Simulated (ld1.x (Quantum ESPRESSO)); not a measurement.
## What the settings do to the TM semilocal potential of promethium

Base potential:

```
Element                 : promethium (Pm)
Generator               : ld1.x (Quantum ESPRESSO) 7.5
Type                    : norm-conserving Troullier–Martins (semilocal form)
Functional              : BLYP
Relativity              : scalar-relativistic
Frozen core             : [Kr] 4d10
Valence charge          : 15
Reference configuration : 4f4 5s2 5p6 5d0 6s0 6p0 (charge +3)
Partial waves           : 5p (bound): rc 2.20 bohr; 5d (bound, empty): rc 3.05 bohr; 4f (bound): rc 1.60 bohr; 5s (bound): rc 1.75 bohr
Local potential         : the s channel
Core correction         : Bessel-smoothed model core, default radius (core density twice the valence density)
```

All-electron outer shells of the reference configuration (BLYP, scalar-relativistic, ld1.x):

```csv
shell,level (eV),outermost node (bohr),outermost maximum (bohr)
4p,-267.51,0.31,0.58
4d,-153.36,0.29,0.60
5s,-69.08,0.70,1.27
5p,-48.83,0.75,1.44
4f,-31.47,–,0.62
5d,-24.27,0.85,1.89
6s,-21.98,1.66,3.05
6p,-17.02,1.91,3.54
```

Cutoffs, loose and tight: the cutoffs (Ry, on a coarse ladder) from which the occupation-weighted sum of valence levels, in a spherical-Bessel basis at the reference potential, stays within 10 and 1 mRy of its value at 400 Ry. They do not see the model core or the augmentation charge, which bear on the density cutoff. Test errors are all-electron minus pseudo excitation energies from the reference, over the configurations 4f5 5s2 5p6 5d0 6s2 6p0; 4f5 5s2 5p6 5d0 6s1 6p0; 4f5 5s2 5p6 5d0 6s0 6p0; 4f5 5s2 5p5 5d0 6s2 6p0; 4f5 5s2 5p6 5d0 6s0 6p2; 4f5 5s2 5p6 5d1 6s0 6p0; 4f5 5s2 5p6 5d0 6s1 6p1. A dash means not determined; rows that change the core or the reference have their own tests. The largest error is taken over the tests solved by every variant that gives reliable tests at all: 4f5 5s2 5p5 5d0 6s2 6p0; 4f5 5s2 5p6 5d0 6s0 6p0; 4f5 5s2 5p6 5d0 6s1 6p0; 4f5 5s2 5p6 5d0 6s2 6p0; 4f5 5s2 5p6 5d1 6s0 6p0.

A semilocal file is local in each channel, so a ghost entry of none says nothing of the separable form that plane-wave codes build from it.

```tsv
change	outcome	cutoff, loose	cutoff, tight	bound ghosts	largest test error (meV)
base	generated	160 Ry	230 Ry	none	+384
wave 5s (bound): rc 1.75 bohr becomes 5s (bound): rc 1.18 bohr	generated	160 Ry	230 Ry	none	+183
wave 5s (bound): rc 1.75 bohr becomes 5s (bound): rc 1.36 bohr	generated	160 Ry	230 Ry	none	+103
wave 5s (bound): rc 1.75 bohr becomes 5s (bound): rc 1.70 bohr	generated	160 Ry	230 Ry	none	+313
wave 5s (bound): rc 1.75 bohr becomes 5s (bound): rc 1.90 bohr	generated	160 Ry	230 Ry	none	+699
wave 5s (bound): rc 1.75 bohr becomes 5s (bound): rc 2.34 bohr	generated	160 Ry	230 Ry	none	+2658
wave 5s (bound): rc 1.75 bohr becomes 5s (bound): rc 2.62 bohr	generated	160 Ry	230 Ry	none	+4726
```

Q: What comes out with this change to the base: wave 5s (bound): rc 1.75 bohr becomes 5s (bound): rc 2.14 bohr?

A: outcome: generated; cutoff, loose: 160 Ry; cutoff, tight: 230 Ry; bound ghosts: none; largest test error (meV): +1701.

Reading the sweep of the s radius (base included, trends over the rows without a ghost): The loose cutoff stays near 160 Ry.
